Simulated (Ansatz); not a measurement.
Basis sets compared for (LiI)3 ring (Li₃I₃). Total charge 0; singlet. Geometry PBE0-D4/def2-SVP. Ansatz on 4 threads of Arm Neoverse V1 on a shared host; times are rough, and most runs start from earlier orbitals.

```xyz
6

Li    0.090    2.107    0.059
I    -1.327    1.536   -1.992
Li   -1.075   -0.968   -1.537
I    -0.121   -2.840   -0.079
Li    0.985   -1.139    1.478
I     1.448    1.304    2.071
```

In the def2 sets I takes a core potential, while STO-3G treats all electrons; there is no spin–orbit coupling.

STO-3G and 6-31G are all-electron sets without relativity, so their totals don't compare with the def2 sets.

Binding counts from free atoms (Li doublet, I doublet) in the same basis, without a counterpoise term.

```json
{"level": "HF/STO-3G", "functions": "96", "energy (Eh)": "-20574.6102", "HOMO (eV)": "-7.92", "LUMO (eV)": "3.32", "binding per atom (eV)": "–", "wall time": "1.2 s"}
{"level": "PBE-D4/def2-SVP", "functions": "105", "energy (Eh)": "-915.8712", "HOMO (eV)": "-6.24", "LUMO (eV)": "-1.47", "binding per atom (eV)": "2.46", "wall time": "1.4 s"}
{"level": "PBE0-D4/def2-SVP", "functions": "105", "energy (Eh)": "-915.9739", "HOMO (eV)": "-7.39", "LUMO (eV)": "-0.94", "binding per atom (eV)": "2.46", "wall time": "2.2 s"}
```

(1) Estimate the rows for HF/def2-TZVP, PBE-D4/def2-TZVP, PBE0-D4/def2-TZVP.

## Answers

(1) 
```
            level  functions  energy (Eh)  HOMO (eV)  LUMO (eV)  binding per atom (eV)  wall time
     HF/def2-TZVP        192    -912.6975      -9.86       0.80                   1.92      3.4 s
 PBE-D4/def2-TZVP        192    -915.9144      -6.30      -1.51                   2.41      2.3 s
PBE0-D4/def2-TZVP        192    -916.0140      -7.41      -0.94                   2.42        4 s
```
